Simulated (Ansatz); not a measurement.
The cluster GaO3H3, relaxed as a singlet with RKS PBE-D4/def2-SVP in Ansatz, starting from the GFN1-xTB geometry. Force threshold 0.02 eV/Å.

The structure holds 1 bond(s) between oxygen atoms. Another isomer (singlet) lies 4.00 eV lower at PBE0-D4/def2-TZVP; other spin states weren't run for this one.

Start:

```xyz
7

Ga   -0.279    0.157   -0.528
O     0.329   -1.123    1.007
O     1.014   -1.104   -0.287
O     0.331    1.769   -0.143
H     0.353   -2.065    1.230
H    -1.664   -0.243   -0.945
H    -0.084    2.608   -0.334
```

| step | energy (eV) | largest force component (eV/Å) | SCF passes |
| --- | --- | --- | --- |
| 1 | -58540.3658 | 1.392 | 26 |
| 2 | -58540.5348 | 0.705 | 30 |
| 3 (rejected) | -58540.4912 | 2.358 | 32 |
| 4 | -58540.6253 | 0.668 | 30 |
| 5 | -58540.6464 | 0.409 | 29 |
| 6 | -58540.6552 | 0.277 | 30 |
| 7 | -58540.6573 | 0.105 | 27 |
| 8 | -58540.6579 | 0.015 | 27 |

Force components are those of the run's own axes.

End:

Cartesian coordinates in Å:
```
Ga -0.2059 0.1929 -0.4777
O 0.5074 -1.1761 1.1144
O 1.1161 -1.1104 -0.2664
O 0.4340 1.8568 -0.2536
H 0.0745 -2.0577 1.0800
H -1.6623 -0.2374 -0.8532
H -0.2637 2.5318 -0.3436
```

By distances, no bond broke or formed. The bond that changes most is Ga1–O2, from 2.09 to 2.22 Å (atoms count from 1).

No frequencies were taken in this run, so the end may be a saddle point.

It took 6 s on 4 threads of Arm Neoverse V1 on a shared host.
